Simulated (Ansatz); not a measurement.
Cost and result for the atomization energy of C3H10BN, SMILES `BCC(C)N` (15 atoms, 14 bonds).

Z-matrix (Å, degrees):
```
C
C 1 1.520
B 1 1.547 2 118.6
H 1 1.099 2 110.8 3 -131.0
H 1 1.107 2 108.7 3 116.2
N 2 1.459 1 109.4 3 -165.2
C 2 1.525 1 110.8 3 68.4
H 2 1.097 1 107.8 3 -49.7
H 3 1.200 1 121.4 2 15.3
H 3 1.198 1 120.2 2 -168.3
H 6 1.014 2 110.5 1 -177.8
H 6 1.015 2 109.7 1 -60.7
H 7 1.095 2 110.4 1 60.6
H 7 1.094 2 111.5 1 -59.4
H 7 1.093 2 111.1 1 -179.7
```

The species carries charge 0 and has multiplicity 1. Geometry: relaxed with PBE0-D4/def2-TZVP. It is one conformer, not always the lowest. Program: Ansatz. All runs use 4 threads of an Arm Neoverse V1 on a shared host. Times are those of one run each, without the atoms' runs, and a repeat can differ threefold. Electronic energies, without spin–orbit coupling; frozen cores. CCSD(T)/CBS adds CCSD(T) − MP2 in def2-TZVPP to the MP2 limit, and its time is that of the two runs behind it. T1 = 0.009. B3LYP takes the VWN-RPA correlation (the form of Gaussian; ORCA's B3LYP/G).

CCSD(T)/CBS is a level of theory with its own doubt, some kJ/mol a heavy atom from the limit and from the frozen cores, so smaller differences don't rank the functionals.

```csv
level,functions,wall time,atomization (kJ/mol),difference from CCSD(T)/CBS,per bond
PBE-D4/def2-TZVPP (with forces),295,3.7 s,5729.5,109.4,7.8
PBE0-D4/def2-TZVPP,295,3.8 s,5662.1,42.0,3.0
B3LYP-D4/def2-TZVPP (with forces),295,6.5 s,5651.2,31.1,2.2
r2SCAN-D4/def2-TZVPP (with forces),295,7 s,5636.3,16.2,1.2
B2PLYP/def2-TZVPP,295,8 s,5583.4,-36.7,-2.6
ωB97X-V/def2-TZVPP,295,10 s,5645.2,25.1,1.8
ωB97M-V/def2-TZVPP (with forces),295,15 s,5654.3,34.2,2.4
MP2/def2-QZVPP,585,43 s,5616.3,-3.8,-0.3
CCSD(T)/def2-TZVPP,295,17 min,5493.0,-127.1,-9.1
CCSD(T)/CBS(def2),–,18 min,5620.1,0.0,0.0
```

The D4 term adds +41.6 kJ/mol with B3LYP and +22.0 kJ/mol with PBE0; it sums over pairs of atoms, weighted by their polarisabilities, and B3LYP, whose exchange is more repulsive, gets the larger term. In def2-TZVPP, CCSD(T) changes the Hartree–Fock value by +1289.2 kJ/mol (the triples alone add +64.8 kJ/mol) and MP2 by +1337.6 kJ/mol; breaking electron pairs costs correlation energy, which Hartree–Fock lacks. From PBE to PBE0 (25 % exact exchange), in def2-TZVPP and without D4, the atomization energy moves by −63.2 kJ/mol: exact exchange takes away binding that semilocal exchange gives to molecules.
